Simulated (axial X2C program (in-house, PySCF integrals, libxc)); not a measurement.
# Low determinants of GeH⁺ at the PBE0 level, without spin–orbit coupling

All values were computed with an in-house relativistic program for diatomic molecules. Spin-free means the one-electron spin-free X2C Hamiltonian. Basis: Ge dyall-cv3z [9s9p7d4f1g], H dyall-v3z [6s2p1d] (cores contracted in-house); Gaussian nuclei, density fitting, unrestricted open shells. Masses: Ge 73.921 u, H 1.008 u.

Search at 1.585 Å (vertical energies from the lowest determinant):

```
ΔE (eV)           state  electrons beyond evenly filled partner blocks  electrons in σ, π, δ, φ
   0.00  M_S = 0, Λ = 0                                   closed shell                16 12 4 0
   2.32  M_S = 1, Λ = 1                                        σα, π+α                15 13 4 0
   2.69  M_S = 0, Λ = 1                                        σα, π+β                15 13 4 0
   6.61  M_S = 1, Λ = 0                                       π+α, π-α                14 14 4 0
   7.81  M_S = 0, Λ = 0                                       π+β, π-α                14 14 4 0
```

Lowest determinant, M_S = 0, Λ = 0 (closed shell): Re = 1.585 Å, ωe = 1996.6 cm⁻¹.

The determinant in row 2 of the search, M_S = 1, Λ = 1 (beyond evenly filled blocks: σα, π+α), was followed along the bond at PBE0; measured from the minimum of the lowest determinant it gives:

Te = 2.293 eV (18496 cm⁻¹), Re = 1.686 Å, ωe = 1143.4 cm⁻¹.

Question: Compare the bond of the determinant in row 2 with that of the lowest one.

Answer: At PBE0 its Re is 0.101 Å longer and its force constant, which goes as ωe², is 0.33 times that of the lowest determinant. T0 ≈ Te + Δωe/2 = 18496 + (-427) = 18069 cm⁻¹.

The search compares states at one distance, so a state with another bond length can lie lower; it is not exhaustive and yields mostly the lowest determinant of each block pattern, so other components and higher states of one pattern are missing. These are energies of single determinants, not of spin-adapted states; PBE0 term energies can be off by some tenths of an eV, and the functional has no current term.
